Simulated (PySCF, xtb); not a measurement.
Cl₅Re, SMILES [Cl][Re+]([Cl])([Cl])([Cl])[Cl] (connectivity only; charge and spin as stated), charge +1, multiplicity 2.

Harmonic wavenumbers (cm⁻¹) from GFN2-xTB (xtb) at its own minimum, in rising order: 37, 38, 104, 104, 160, 173, 173, 247, 303, 336, 337, 342.

### Question
What does PBE-D3(BJ)/def2-SVP (PySCF 2.14.0) give at its own minimum? (The exact figures need the calculation; the answer reports its results.)

### Answer
49, 68, 124, 141, 183, 192, 193, 350, 378, 412, 416, 430. Paired by order, the mean absolute difference is 49 cm⁻¹ and the zero-point energies are 3.4 and 4.2 kcal/mol.
